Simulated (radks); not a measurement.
Excited configurations of the europium ion Eu2+: one electron is placed in a higher orbital outside [Xe] 4f6. The ground configuration is [Xe] 4f7. All-electron calculation, scalar-relativistic Kohn-Sham, r2SCAN, spin-polarised, spherical densities, finite nucleus; open shells are filled with parallel spins first (spin-orbit coupling, left out, can overturn this in heavy ions); meta-GGA in the generalised Kohn-Sham scheme; Fermi nuclear charge, rms radius 5.1115 fm. Program: a radial shooting solver on a logarithmic mesh with Libxc functionals. Excitation = E - E(ground); binding = E(ion) - E, where the ion is the core of charge +3; n* = 3/sqrt(2 binding) in atomic units, and the quantum defect is n - n*.

5d: excitation (eV) 6.246; binding (eV) 19.930; n* 2.479; <r> (bohr) 2.324
5f: excitation (eV) 18.446; binding (eV) 7.729; n* 3.980; <r> (bohr) 5.790
6s: excitation (eV) 7.046; binding (eV) 19.130; n* 2.530; <r> (bohr) 3.360
6p: excitation (eV) 11.538; binding (eV) 14.637; n* 2.892; <r> (bohr) 4.060
6d: excitation (eV) 16.734; binding (eV) 9.442; n* 3.601; <r> (bohr) 5.710
6f: excitation (eV) 21.077; binding (eV) 5.099; n* 4.901; <r> (bohr) 10.07
7s: excitation (eV) 16.366; binding (eV) 9.809; n* 3.533; <r> (bohr) 6.418
7p: excitation (eV) 18.106; binding (eV) 8.070; n* 3.895; <r> (bohr) 7.495
7d: excitation (eV) 20.393; binding (eV) 5.783; n* 4.602; <r> (bohr) 9.861
7f: excitation (eV) 22.591; binding (eV) 3.584; n* 5.845; <r> (bohr) 15.35

The Delta-SCF ionisation energy is 26.176 eV (NIST Atomic Spectra Database: 24.84 eV, semi-empirical). Self-interaction in the functional shifts the binding energies and quantum defects, so they are the method's values and not measured ones. Open shells are spherical and high-spin; term and fine-structure splittings are not resolved. Spin-orbit splitting is averaged out at the scalar-relativistic level.
